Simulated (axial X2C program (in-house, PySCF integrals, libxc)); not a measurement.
## What spin–orbit coupling does to AuH⁺

All values were computed with an in-house relativistic program for diatomic molecules. Spin-free means the one-electron spin-free X2C Hamiltonian; two-component (2c) means X2C with spin–orbit coupling and atomic mean-field two-electron Coulomb and Gaunt terms, so the difference of the two also holds small scalar two-electron terms. Basis: Au dyall-cv3z [13s14p9d6f4g], H dyall-v3z [6s2p1d] (cores contracted in-house); Gaussian nuclei, density fitting, unrestricted open shells. Masses: Au 196.967 u, H 1.008 u.

Spin-free state: M_S = 1/2, Λ = 0 (beyond evenly filled blocks: σα); fragments Au+ + H.

```csv
level,Re (Å),ωe (cm⁻¹),De (eV),μ (D)
PBE0,1.533,2232.1,2.174,-0.08
LDA,1.535,2231.1,3.106,0.26
```

Dipoles are positive if H is the positive end and refer to the centre of mass.

Two-component determinant lowest at the distance of the search:

Ω = 1/2 (⟨Sz⟩ = 0.47, ⟨Lz⟩ = 0.03 at PBE0); fragments Au+ + H.

```csv
level,Re (Å),ωe (cm⁻¹),De (eV),μ (D)
PBE0,1.535,2235.7,2.262,-0.12
LDA,1.538,2223.7,3.191,0.23
```

**Question.** From the two tables, how do the constants change at the PBE0 level (2c against spin-free)?

**Answer.** At the PBE0 level Re rises by 0.002 Å and ωe goes up by 3.6 cm⁻¹; De changes by 0.088 eV.

The state is a single determinant with fixed occupations, the lowest that a limited PBE0 search found. Dissociation energies refer to the lowest single-determinant-based atoms at the same level and basis. Density functionals use the spin component along the axis (collinear).
